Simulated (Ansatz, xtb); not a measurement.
System: sum formula TiOF₂ (charge +1, doublet). The spin state was set by rule; other spins were not relaxed. 
Coordinates optimised at B3LYP-D3(BJ)/def2-TZVP (Ansatz, a quantum-chemistry and plane-wave program):
```xyz
4

Ti    -0.1126    -0.2028    -0.0868
O      1.6360    -0.4309    -0.3188
F     -0.4944    -0.1817     1.5754
F     -0.6847     1.0604    -1.0799
```
Charge +1, spin multiplicity 2.

Harmonic wavenumbers from GFN2-xTB (xtb, at its own minimum), cm⁻¹: 167, 175, 188, 560, 602, 663.

### Question
Give the harmonic wavenumbers at B3LYP-D3(BJ)/def2-TZVP (Ansatz, finite differences of forces, unscaled).

### Answer
126, 190, 193, 772, 838, 887 cm⁻¹. Zero-point energy 4.3 kcal/mol.

### Question
From these and the geometry, give the ideal-gas thermochemistry at 298.15 K and 1 atm (rigid rotor, harmonic oscillator).

### Answer
Point group Cs, rotational symmetry number 1. Rotational constants 6.904, 5.791, 3.372 GHz. S(trans) 39.77, S(rot) 25.28, S(vib) 7.99, S(elec, spin only) 1.38, S 74.4 cal/(mol K). H(298) - H(0) 3.65 kcal/mol; G - E(el) -14.2 kcal/mol.
